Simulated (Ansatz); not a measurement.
`[CH3][Y]([OH])[F]` and `[CH3][Y]([CH3])[F]` differ in one atom or group.

Ansatz, PBE0-D4/def2-TZVP geometries, multiplicity 1. Each molecule was computed in one conformer, which needn't be the lowest.

Elements past krypton have def2 core potentials.

```json
{"property": "HOMO–LUMO gap (PBE0/def2-TZVPP) / eV", "`[CH3][Y]([OH])[F]`": "4.77"}
{"property": "HOMO–LUMO gap (PBE/def2-TZVPP) / eV", "`[CH3][Y]([OH])[F]`": "2.77"}
{"property": "LUMO energy (B3LYP/def2-TZVPP) / eV", "`[CH3][Y]([OH])[F]`": "-2.18"}
{"property": "LUMO energy (PBE0/def2-TZVPP) / eV", "`[CH3][Y]([OH])[F]`": "-1.81"}
{"property": "LUMO energy (ωB97M-V/def2-TZVPP) / eV", "`[CH3][Y]([OH])[F]`": "-0.64"}
{"property": "HOMO energy (PBE0/def2-TZVPP) / eV", "`[CH3][Y]([OH])[F]`": "-6.58"}
```

(1) What does the change do to each property? (Estimate.)

Results:

(1) The calculation gave: 
```csv
property,`[CH3][Y]([CH3])[F]`,shift
HOMO–LUMO gap (PBE0/def2-TZVPP) / eV,4.57,-0.20
HOMO–LUMO gap (PBE/def2-TZVPP) / eV,2.64,-0.13
LUMO energy (B3LYP/def2-TZVPP) / eV,-2.30,-0.12
LUMO energy (PBE0/def2-TZVPP) / eV,-1.94,-0.13
LUMO energy (ωB97M-V/def2-TZVPP) / eV,-0.89,-0.25
HOMO energy (PBE0/def2-TZVPP) / eV,-6.52,0.06
```

With PBE0 the HOMO rises by 0.06 eV and the LUMO falls by 0.13 eV, so the gap narrows by about 0.19 eV. PBE moves the HOMO by 0.04 eV and ωB97M-V by 0.07 eV. The zero-point energy changes by 54.3 kJ/mol with +6 modes.

B3LYP here is the variant with VWN-RPA as its local correlation; programs differ in this.
